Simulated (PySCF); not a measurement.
# Excitation energy of Nb by level of theory

Nb [Kr] 4d4 5s1 (6D) → Nb [Kr] 4d5 (6S), as a difference of total energies. Calculation: PySCF 2.14, in x2c-TZVPPall with one added diffuse shell each of s, p, d, f type (9s7p7d3f1g, 95 functions); scalar relativity by spin-free X2C-1e. Correlated levels: valence: [Kr] frozen. The calculations carry no spin-orbit coupling.

| method | excitation energy (eV) |
| --- | --- |
| UHF | 1.676 |
| MP2 (valence) | 1.368 |
| SCS-MP2 (valence) | 1.573 |
| CCSD (valence) | 1.379 |
| CCSD(T) (valence) | 1.355 |

Problem. How much does correlation contribute at CCSD(T) (valence)?

Solution. 1.355 − (1.676) = -0.321 eV, measured against UHF.

A first-order spin-orbit estimate (lowest level to lowest level, LS coupling) adds 0.084 eV.
